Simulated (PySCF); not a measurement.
Compound: C₃H₄FN₂S (doublet state).
Z-matrix (Å and degrees, GFN2-xTB geometry), rows numbered from 1:
```
F 
C   1  1.3672
C   2  1.5433  1  109.92
C   3  1.5103  2  112.05  1    68.89
N   4  1.2746  3  115.39  2   119.33
S   5  1.6685  4  109.45  3     0.78
N   3  1.4263  2  110.42  1  -172.80
H   2  1.0930  1  108.01  3  -119.82
H   2  1.0944  1  107.62  3   120.97
H   3  1.1028  2  106.67  1   -52.94
H   4  1.0752  3  123.04  2   -59.49
```

The hyperfine couplings belong to this conformer and change with its torsions.

Identity: `FC[C@H]1C=NS[N]1` [radical].

Theory: UKS B3LYP, pcH-1 on C F H N S, non-relativistic, mean-field spin-orbit, GIAO (PySCF 2.14.0). Isolated species at its GFN2-xTB geometry (one conformer only). The geometry wasn't refined by DFT: couplings that depend on bond lengths, twists or pyramidal angles can differ widely from those at the functional's own minimum. No stability test was run, so a lower SCF solution isn't excluded.

Q: Where do the isotropic ENDOR lines of C2, C3, C4, N7, N5, F1, H10, H11, H9 and H8 fall at 337.7 mT, to first order?

A: For S = 1/2 in fast tumbling each set of equivalent nuclei gives two lines, ν± = |νn ± a/2| to first order, with νn = g_N μN B/h and μN/h = 7.62259 MHz/T.

```json
{"nuclei": "C2", "isotope": "13C", "g_N": "1.4048", "νn (MHz)": "3.62", "a_iso (MHz)": "89.10", "lower line (MHz)": "40.93", "upper line (MHz)": "48.16"}
{"nuclei": "C3", "isotope": "13C", "g_N": "1.4048", "νn (MHz)": "3.62", "a_iso (MHz)": "-31.59", "lower line (MHz)": "12.18", "upper line (MHz)": "19.41"}
{"nuclei": "C4", "isotope": "13C", "g_N": "1.4048", "νn (MHz)": "3.62", "a_iso (MHz)": "12.58", "lower line (MHz)": "2.67", "upper line (MHz)": "9.91"}
{"nuclei": "N7", "isotope": "14N", "g_N": "0.4038", "νn (MHz)": "1.04", "a_iso (MHz)": "27.15", "lower line (MHz)": "12.53", "upper line (MHz)": "14.61"}
{"nuclei": "N5", "isotope": "14N", "g_N": "0.4038", "νn (MHz)": "1.04", "a_iso (MHz)": "-3.61", "lower line (MHz)": "0.76", "upper line (MHz)": "2.84"}
{"nuclei": "F1", "isotope": "19F", "g_N": "5.2577", "νn (MHz)": "13.53", "a_iso (MHz)": "3.05", "lower line (MHz)": "12.01", "upper line (MHz)": "15.06"}
{"nuclei": "H10", "isotope": "1H", "g_N": "5.5857", "νn (MHz)": "14.38", "a_iso (MHz)": "145.83", "lower line (MHz)": "58.54", "upper line (MHz)": "87.29"}
{"nuclei": "H11", "isotope": "1H", "g_N": "5.5857", "νn (MHz)": "14.38", "a_iso (MHz)": "-10.40", "lower line (MHz)": "9.18", "upper line (MHz)": "19.58"}
{"nuclei": "H9", "isotope": "1H", "g_N": "5.5857", "νn (MHz)": "14.38", "a_iso (MHz)": "-4.40", "lower line (MHz)": "12.18", "upper line (MHz)": "16.58"}
{"nuclei": "H8", "isotope": "1H", "g_N": "5.5857", "νn (MHz)": "14.38", "a_iso (MHz)": "-3.13", "lower line (MHz)": "12.81", "upper line (MHz)": "15.94"}
```

The rows for 13C, of low natural abundance, apply to labelled samples.

Q: Which pairs are centred on the nuclear Larmor frequency, and which on half the coupling?

A: Centred on νn, since |a| < 2νn: F1, H11, H9 and H8. Centred on |a|/2 and split by 2νn: C2, C3, C4, N7, N5 and H10.

Time: 48 s wall (grids of density and orbitals included); peak memory 0.87 GiB. Hardware: Arm Neoverse V2, one thread, no GPU, shared host with 96 logical CPUs at a one-minute load of 52.
